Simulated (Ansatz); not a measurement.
Cost against result

Saddle point of GeH$_{4}$SO, singlet (GeH₄SO ([OH][GeH2][SH]) → GeH₂O ([O][GeH2]) + H₂S (still joined by a long Ge–S bond); bonds formed: S2–H4; bonds broken: O3–H4; bonds weakened to dative contacts: Ge1–S2), PBE0-D4/def2-TZVP structure:

```xyz
7
angstrom
Ge -0.5455 0.2988 0.7647
S 1.1894 0.1214 -1.1287
O -1.6224 -0.2552 -0.3831
H -0.1592 -0.1867 -1.4064
H -0.4020 1.7914 1.1334
H 0.0674 -0.6109 1.8535
H 1.4724 -1.1587 -0.8335
```

Barriers are electronic and count from the start structure reached by relaxing down the imaginary mode.

Program: Ansatz 0.2.0. Basis: as named in each row. Cores are frozen in the correlated methods. Filled d shells of the heavier atoms are correlated. The def2 sets are not built for correlating such inner shells, so the correlated values are less sure here. B3LYP uses VWN-RPA correlation. Extrapolation: Hartree–Fock as exp(−7.88 √X), correlation as X^−2.97.

Times are rough, for one single point on 2 threads of a shared host (Intel Xeon Platinum 8375C).

The estimate by CCSD(T) at an estimated basis limit (MP2 extrapolated from triple and quadruple zeta, plus CCSD(T) − MP2 in triple zeta) is 2.514 eV.

| method | basis | time (s) | barrier (eV) | method less estimate |
| --- | --- | --- | --- | --- |
| HF | STO-3G | under 1 | 4.893 | 2.379 |
| SPW92 | def2-SVP | under 1 | 2.132 | -0.382 |
| PBE-D4 | STO-3G | under 1 | 2.335 | -0.179 |
| PBE-D4 | def2-SVP | under 1 | 2.137 | -0.376 |
| B3LYP-D4 | 6-31G | under 1 | 2.500 | -0.014 |
| SPW92 | def2-TZVPP | under 1 | 2.184 | -0.329 |
| PBE0-D4 | def2-SVP | 1 | 2.466 | -0.047 |
| PBE-D4 | def2-TZVPP | 2 | 2.192 | -0.322 |
| BLYP-D4 | def2-TZVPP | 2 | 2.161 | -0.352 |
| BHLYP-D4 | def2-TZVPP | 2 | 2.743 | 0.229 |
| B3LYP-D4 | def2-TZVPP | 2 | 2.421 | -0.092 |
| CCSD(T) | def2-SVP | 3 | 2.490 | -0.024 |
| PBE0-D4 | def2-TZVPP | 3 | 2.498 | -0.016 |
| r2SCAN-D4 | def2-TZVPP | 3 | 2.401 | -0.113 |
| CAM-B3LYP-D4 | def2-TZVPP | 4 | 2.548 | 0.034 |
| RPA on PBE | def2-TZVPP | 4 | 2.442 | -0.072 |
| wB97M-V | def2-SVP | 4 | 2.537 | 0.023 |
| B2PLYP | def2-TZVPP | 4 | 2.446 | -0.068 |
| PBE-QIDH | def2-TZVPP | 4 | 2.616 | 0.103 |
| r2SCAN0-D4 | def2-TZVPP | 4 | 2.620 | 0.106 |
| B97M-V | def2-TZVPP | 6 | 2.456 | -0.058 |
| wB97X-V | def2-TZVPP | 6 | 2.595 | 0.082 |
| wB97M-V | def2-TZVPP | 6 | 2.563 | 0.050 |
| MP2 | def2-QZVPP | 13 | 2.465 | -0.049 |
| CCSD(T) | def2-TZVPP | 37 | 2.549 | 0.035 |

All methods are single points on the PBE0-D4 structures.

No T1 diagnostic of these runs exceeds 0.020.

Labels in which every atom is bracketed show which atoms are joined, not bond orders.
